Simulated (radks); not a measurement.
O+, 7 electrons, occupied as [He] 2s2 2p3.

Calculated with a radial shooting solver on a logarithmic mesh with Libxc functionals: non-relativistic Kohn-Sham, LDA (Slater exchange, VWN5 correlation), spin-unpolarised, spherical densities, point nucleus.

Energy parts (eV):
| part | energy |
|---|---|
| total | -2009.918 |
| kinetic | 2001.085 |
| electron-nucleus | -4674.080 |
| Hartree | 862.265 |
| exchange-correlation | -199.189 |

Orbitals (lengths in bohr, moments of r in powers of bohr; r(max) is where P^2 peaks; r(90%) holds 90 % of the orbital's charge):
| orbital | occ. | eigenvalue (eV) | r(90%) | r(max) | <r^4> |
|---|---|---|---|---|---|
| 1s | 2 | -529.2937 | 0.360 | 0.1300 | 0.007770 |
| 2s | 2 | -39.3546 | 1.73 | 0.8575 | 3.896 |
| 2p | 3 | -24.6028 | 1.89 | 0.7768 | 5.690 |

The highest occupied level is 2p at -24.603 eV. The density falls to 0.001 e/bohr^3 at r = 2.88 bohr. The electron density at the nucleus is 310.2 e/bohr^3. Summed over all electrons, <r^2> = 7.684 bohr^2, which gives a Langevin (diamagnetic) susceptibility term of -6.09 x 10^-6 cm^3/mol.
